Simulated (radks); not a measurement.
The numbers below are computed, except where a source is named.
Ne IV, 7 electrons, occupied as 1s1 2s2 2p3 3s1 (not the ground configuration). Code: a radial shooting solver on a logarithmic mesh with Libxc functionals. Model: scalar-relativistic Kohn-Sham, exchange-only PBE, spin-unpolarised, spherical densities, point nucleus.

Unscreened Slater integrals over Kohn-Sham orbitals (hartree). Empty in this configuration: 3p.

\begin{tabular}{lr}
integral & value \\ \hline
F0(3s,3s) & 0.41525 \\
F0(3s,2p) & 0.54791 \\
G1(3s,2p) & 0.047580 \\
F0(3s,2s) & 0.54080 \\
G0(3s,2s) & 0.037957 \\
F0(3s,1s) & 0.60763 \\
G0(3s,1s) & 0.021031 \\
F0(3s,3p) & 0.40558 \\
G1(3s,3p) & 0.27221 \\
F0(2p,2p) & 1.3846 \\
F2(2p,2p) & 0.64552 \\
F0(2p,2s) & 1.2945 \\
G1(2p,2s) & 0.75964 \\
F0(2p,1s) & 1.9226 \\
G1(2p,1s) & 0.29436 \\
F0(2p,3p) & 0.53336 \\
F2(2p,3p) & 0.10845 \\
G0(2p,3p) & 0.044723 \\
G2(2p,3p) & 0.045883 \\
F0(2s,2s) & 1.2351 \\
F0(2s,1s) & 1.7400 \\
G0(2s,1s) & 0.14891 \\
F0(2s,3p) & 0.52403 \\
G1(2s,3p) & 0.034406 \\
F0(1s,1s) & 6.1454 \\
F0(1s,3p) & 0.59522 \\
G1(1s,3p) & 0.038339 \\
F0(3p,3p) & 0.39682 \\
F2(3p,3p) & 0.20307 \\
\end{tabular}

Derived for the open shells (J is the average intra-shell exchange parameter used in DFT+U). 2p: J = F2/5 = 0.1291 hartree.
